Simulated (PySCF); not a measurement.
C2Si, SMILES [C]1[C][Si]1 (connectivity only; charge and spin as stated), neutral, multiplicity 1.

Geometry optimised at ωB97X-D3(BJ)/def2-TZVP.

Two levels are set side by side: TDDFT-PBE/def2-TZVPD (PySCF) and TDDFT-ωB97X/def2-TZVPD (PySCF). Vertical, same geometry. The lowest singlet is HOMO→LUMO 98 % with PBE and HOMO→LUMO 95 % with the other functional; states are paired by order. Differences are taken from unrounded values.

```
quantity                              TDDFT-ωB97X  TDDFT-PBE  TDDFT-PBE minus TDDFT-ωB97X
------------------------------------  -----------  ---------  ---------------------------
lowest singlet excitation (eV)               2.84       2.48                        -0.35
lowest triplet excitation (TDA) (eV)         1.94       1.56                        -0.38
```

Functionals without exact exchange tend to place singlet excitations lower, as here. Differences between two approximate levels are no errors against the true value.

Rough cost on one machine, each run with all the roots and properties that it gave: TDDFT-ωB97X against TDDFT-PBE about 8 times.
